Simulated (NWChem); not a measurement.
System: C₂H₂BCl; SMILES C#CBCl

```xyz
6

B     -0.7750     0.0852     0.0000
C     -0.1355    -1.2865     0.0000
C      0.3560    -2.4018     0.0000
H      0.7949    -3.3844     0.0000
Cl     0.2226     1.5209     0.0000
H     -1.9690     0.2318     0.0000
```
Atoms are numbered in this order, from 1.

Geometry: optimised at PBE0/def2-SVP.

 Unshifted, non-relativistic core excitations; the lowest 4 roots alone, so stronger bands may lie above.

List the first Cl K-edge excitations from PBE0/6-311G** (spherical d), restricted-window TDA (NWChem).


```csv
state,energy (eV),dipole oscillator strength,leading excitation (squared amplitude)
S1,2764.2,0.0015,1s of atom 5 or its equivalents → LUMO (0.99)
S2,2767.0,0.0014,1s of atom 5 or its equivalents → LUMO+1 (0.93)
S3,2769.1,0.0005,1s of atom 5 or its equivalents → LUMO+4 (0.80)
S4,2769.3,0.0002,1s of atom 5 or its equivalents → LUMO+3 (0.99)
```
